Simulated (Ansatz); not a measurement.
C$_{3}$H$_{7}$O$_{2}$, doublet, geometry from GFN2-xTB; B3LYP5/def2-SVP (Ansatz, a quantum-chemistry and plane-wave program).

Ansatz was given this input:
Ansatz 0.2 input:
```yaml
crystal:
  periodic: [false, false, false]
  atoms:
    - {symbol: C, position_ang: [1.99023248, 0.40467319, 0.01228498]}
    - {symbol: O, position_ang: [1.12307932, -0.62263764, -0.39845659]}
    - {symbol: C, position_ang: [-0.16768770, -0.23805746, -0.67488860]}
    - {symbol: C, position_ang: [-1.05351121, -0.05487559, 0.66183113]}
    - {symbol: O, position_ang: [-2.24162257, 0.37092892, 0.35792977]}
    - {symbol: H, position_ang: [2.00415331, 1.22731933, -0.71077847]}
    - {symbol: H, position_ang: [1.69374747, 0.80150983, 0.99152291]}
    - {symbol: H, position_ang: [2.98130173, -0.03750718, 0.09120019]}
    - {symbol: H, position_ang: [-0.64115609, -1.04556706, -1.23494497]}
    - {symbol: H, position_ang: [-0.23155284, 0.70585661, -1.22781825]}
    - {symbol: H, position_ang: [-1.01524996, -1.01885081, 1.20686636]}
    - {symbol: H, position_ang: [-0.45709912, 0.71046824, 1.21280186]}
basis:
  gaussian:
    orbitals: def2-SVP
hamiltonian:
  xc: b3lyp5
magnetization: {spin_polarized: true, initial_magnetization: 1}
accuracy: high
```

### Question
What does Ansatz print? Leave out banner, timings and long lists.

### Answer

```
Functional definition: B3LYP5
2610 factors; integrals over basis functions are off by at most 7.5e-9 eV
mean field evaluation 1: about -7300.6670 eV, gradient 3.5e1 eV
mean field evaluation 2: about -7296.5902 eV, gradient 4.9e1 eV
mean field evaluation 4: about -7306.5649 eV, gradient 5.9e0 eV
mean field evaluation 8: about -7306.9592 eV, gradient 1.2e0 eV
mean field evaluation 16: about -7306.9657 eV, gradient 1.1e-2 eV
mean field evaluation 32: about -7306.9658 eV, gradient 2.7e-6 eV
mean field -7306.96578574 eV, -268.5260397867 hartree, gradient 4.8e-8 eV, S^2 0.754647; 2 other end points of the search recorded, 0 dependent functions left out
reference -7306.96582658 eV, -268.5260412876 hartree; 21, 20 occupied and 84, 85 virtual orbitals, 2610 factors
Total energy: -7306.96582658 eV, -268.5260412876 hartree
```
